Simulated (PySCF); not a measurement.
This script is equivalent to a calculation on Kr+ (krypton, charge +1).

```python
from pyscf import gto, scf, dft, mp, cc
import basis_set_exchange as bse
txt = bse.get_basis("cc-pVTZ-PP", elements=["Kr"], fmt="nwchem", header=False)
cut = txt.index("\nECP")
mol = gto.M(atom="Kr 0 0 0", charge=1, spin=1, symmetry="D2h",
            basis=gto.basis.parse(txt[:cut]),
            ecp={"Kr": gto.basis.parse_ecp(txt[cut:])})
mf = dft.UKS(mol, xc="M062X")
mf.irrep_nelec = {'Ag': (4, 4), 'B1g': (1, 1), 'B2g': (1, 1), 'B3g': (1, 1), 'B1u': (2, 2), 'B2u': (2, 2), 'B3u': (2, 1)}
mf.kernel()
```

(1) What total energy does it give?

(2) Which occupied shell lies highest, and where?

(3) What is ⟨S²⟩, and what would a pure spin state give?

Energies and moments cover only the electrons outside the core potential.

Answers

(1) -463.249 hartree (calculated).

(2) 4p β, at -21.986 eV.

(3) 0.753, against 0.75.
